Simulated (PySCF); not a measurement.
SMILES [CH2]N=C (C2H4N), doublet at its PBE0/def2-SVP optimised geometry (Å):

```
7

C     -1.2359     0.5820     0.0000
N      0.0791     0.5820     0.0000
C      0.7359    -0.5572    -0.0004
H     -1.8307    -0.3498     0.0001
H     -1.7696     1.5380     0.0000
H      1.8307    -0.5422    -0.0009
H      0.2257    -1.5380    -0.0002
```

Computed with unrestricted PBE0/def2-TZVP (PySCF).

Map of the HOMO amplitude (α) (bohr^(-3/2)) on the plane z = 1.2 Å; orbital energy -6.32 eV, overall sign arbitrary:

```
|===============================|
|===============================|
|===============================|
|===============================|
|===============================|
|===============================|
|=====================+++++=====|
|====================+++++++====|
|========------=====+++++++++===|
|=======--:::---===+++++++++++==|
|======--::..::-==+++++++++++++=|
|=====--:.. ..:-==+++++++++++++=|
|=====--:.   .:-=+++*+++++++++++|
|=====--:.   .:-=+*****+++++++++|
|=====--:.   .:=+*####**++++++++|
|======-::...:-=*#%%%##**+++++++|
|======--::::-=+*%@@@%#**+++++++|
|=======-----=+*#%@@@%#**+++++++|
|=============+*#%@@@%#**+++++++|
|============++*#%%%%%#**+++++++|
|============++**#####**++++++++|
|===========++++**##***+++++++++|
|===========+++++*****++++++++++|
|==========++++++++++++++++++++=|
|==========++++++++++++++++++++=|
|==========+++++++++++++++++++==|
|==========++++++++++++++++++===|
|==========+++++++++++++++++====|
|===========+++++++++++++++=====|
|============+++++++++++++======|
|===============+++++++=========|
```
Scale: ten equal steps from -0.080 (start of ' ') to 0.080 (end of '@'), in the order ' .:-=+*#%@'; x runs from -4.00 to 4.00, y from -4.00 (bottom) to 4.00 (top).
